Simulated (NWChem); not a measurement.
Species: CH$_{9}$NSi$_{2}$; SMILES N([SiH3])(C)[SiH3]

Results from NWChem. Structure relaxed at the B3LYP/6-31G* (spherical d) level. Level: M06-2X/def2-SVP with SMD (1 M gas to 1 M solution), gas-phase geometry. Reactions with the solvent are ignored.

Q: Predict the results for solvent 2-propanol. Quantities: solvation free energy (kcal/mol); cavity-dispersion-structure term (kcal/mol); dipole in solution (D).

A: The solvation free energy (kcal/mol) is -1.3, the cavity-dispersion-structure term (kcal/mol) is -0.3 and the dipole in solution (D) is 1.13.
